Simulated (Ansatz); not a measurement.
`[CH3][Ge]1([Cl])[O][SiH2]1`, relaxed with RKS PBE-D4/def2-SVP in the Gaussian-basis code of Ansatz from a rough embedded geometry. The force threshold is 0.03 eV/Å; the program also tests the step.

Charge 0, multiplicity 1.

Start:

```xyz
10

C    -0.553    1.505   -0.750
Ge   -0.632   -0.273   -0.037
Cl   -2.339   -1.434   -0.585
O     0.825   -1.251   -0.518
Si    1.110   -1.235    1.137
H    -0.324    1.495   -1.811
H     0.342    2.030   -0.235
H    -1.439    2.042   -0.497
H     2.168   -0.311    1.590
H     0.842   -2.569    1.705
```

```json
{"step": "1", "energy (eV)": "-80048.1831", "largest force (eV/Å)": "1.995", "largest move (Å)": "0.000"}
{"step": "2", "energy (eV)": "-80048.5109", "largest force (eV/Å)": "0.732", "largest move (Å)": "0.195"}
{"step": "3", "energy (eV)": "-80048.5687", "largest force (eV/Å)": "0.280", "largest move (Å)": "0.134"}
{"step": "4", "energy (eV)": "-80048.5815", "largest force (eV/Å)": "0.224", "largest move (Å)": "0.065"}
{"step": "5", "energy (eV)": "-80048.5866", "largest force (eV/Å)": "0.138", "largest move (Å)": "0.051"}
{"step": "6", "energy (eV)": "-80048.5877", "largest force (eV/Å)": "0.122", "largest move (Å)": "0.025"}
{"step": "7", "energy (eV)": "-80048.5884", "largest force (eV/Å)": "0.023", "largest move (Å)": "0.020"}
```

End:

```xyz
10

C    -0.603    1.565   -0.798
Ge   -0.558   -0.173    0.095
Cl   -2.307   -1.297   -0.603
O     1.020   -1.079   -0.514
Si    1.122   -1.313    1.161
H    -0.568    1.377   -1.889
H     0.279    2.156   -0.488
H    -1.534    2.104   -0.541
H     2.260   -0.643    1.881
H     0.890   -2.697    1.696
```

Hardware: 4 threads of an Intel Xeon Platinum 8259CL on a shared host. Wall time 14 s, peak host memory 0.21 GiB.
